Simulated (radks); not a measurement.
Problem. Gd I, 64 electrons, occupied as [Xe] 4f7 5d1 6s1 7p1 (not the ground configuration). Calculated with a radial shooting solver on a logarithmic mesh with Libxc functionals: Dirac Kohn-Sham, LDA (Slater exchange, Perdew-Wang correlation), spin-unpolarised, spherical densities, point nucleus; open shells fill j = l - 1/2 first. Some entries of the table are withheld. Estimate them.

| orbital | occ. | eigenvalue (eV) | <r> (bohr) | r(max) (bohr) |
|---|---|---|---|---|
| 1s1/2 | 2 | -50008.16 | 0.02192 | 0.01393 |
| 2s1/2 | 2 | (1) | 0.09281 | 0.07923 |
| 2p1/2 | 2 | -7843.000 | 0.07749 | (2) |
| 2p3/2 | 4 | -7147.941 | 0.08432 | (3) |
| 3s1/2 | 2 | -1832.463 | 0.2443 | 0.2247 |
| 3p1/2 | 2 | -1652.847 | 0.2338 | 0.2118 |
| 3p3/2 | 4 | -1510.340 | 0.2469 | 0.2242 |
| 3d3/2 | 4 | -1199.169 | 0.2188 | 0.1779 |
| 3d5/2 | 6 | -1168.092 | 0.2229 | 0.1814 |
| 4s1/2 | 2 | -371.4124 | 0.5532 | 0.5161 |
| 4p1/2 | 2 | (4) | 0.5650 | 0.5202 |
| 4p3/2 | 4 | (5) | 0.5948 | 0.5467 |
| 4d3/2 | 4 | -154.3137 | 0.6305 | 0.5542 |
| 4d5/2 | 6 | -148.5518 | 0.6410 | 0.5628 |
| 5s1/2 | 2 | -53.5323 | 1.333 | 1.195 |
| 5p1/2 | 2 | -34.2203 | 1.495 | 1.301 |
| 5p3/2 | 4 | -29.8123 | 1.592 | 1.379 |
| 4f5/2 | 6 | -12.9151 | 0.8601 | 0.5641 |
| 4f7/2 | 1 | -12.1598 | 0.8729 | 0.5691 |
| 6s1/2 | 1 | -7.0649 | 3.662 | 3.205 |
| 5d3/2 | 1 | -6.2665 | 2.544 | (6) |
| 5d5/2 | 0 | -5.9575 | 2.612 | (7) |
| 7p1/2 | 1 | -0.9679 | 12.25 | 11.53 |
| 7p3/2 | 0 | -0.9131 | 12.58 | 11.92 |

Solution. 
(1) 2s1/2 eigenvalue (eV): -8256.728
(2) 2p1/2 r(max) (bohr): 0.05982
(3) 2p3/2 r(max) (bohr): 0.06565
(4) 4p1/2 eigenvalue (eV): -301.5225
(5) 4p3/2 eigenvalue (eV): -269.6394
(6) 5d3/2 r(max) (bohr): 1.918
(7) 5d5/2 r(max) (bohr): 1.966
